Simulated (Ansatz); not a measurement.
Mn2O4⁻. Total charge -1; doublet. Geometry r2SCAN-D4/def2-SVPD; atoms count from 1.

| atom | x (Å) | y (Å) | z (Å) |
| --- | --- | --- | --- |
| Mn1 | -0.264 | 0.749 | 0.458 |
| Mn2 | 0.354 | -1.774 | -0.237 |
| O3 | -1.017 | 2.250 | -0.290 |
| O4 | -0.287 | -0.780 | 1.278 |
| O5 | 0.889 | -2.904 | -1.357 |
| O6 | 0.325 | 2.460 | 0.147 |

The structure holds one bond between oxygen atoms, so isomers without such links may lie far lower. The charge -1 doublet is spin-contaminated (final ⟨S²⟩ up to 4.69, 0.75 for a pure state). The structure comes from a short search, and lower isomers may exist.

Problem. Estimate the Mulliken populations from the PBE0/def2-TZVPD orbitals of Ansatz.

Solution. 
```tsv
atom	charge (e)	spin (α − β)	d electrons
Mn1	1.14	-4.10	5.18
Mn2	0.72	4.87	5.27
O3	-0.44	0.15	–
O4	-0.96	-0.12	–
O5	-1.01	0.05	–
O6	-0.44	0.15	–
```
Mulliken values depend strongly on the basis. With diffuse functions, as here, like atoms can get unlike values, and bond orders can come out too low or too high.

Problem. Where does the spin sit?

Solution. Summed by element: Mn 0.76, O 0.24, of 1 unpaired in all. Largest on single atoms: Mn2 4.87, Mn1 -4.10, O3 0.15.

Problem. And the Mayer bond orders between heavy atoms (over 0.3)?

Solution. Mn1–O3 0.69 (1.84 Å); Mn1–O4 0.85 (1.74 Å); Mn1–O6 0.69 (1.84 Å); Mn2–O4 0.35 (1.92 Å); Mn2–O5 1.50 (1.68 Å); O3–O6 0.64 (1.43 Å).
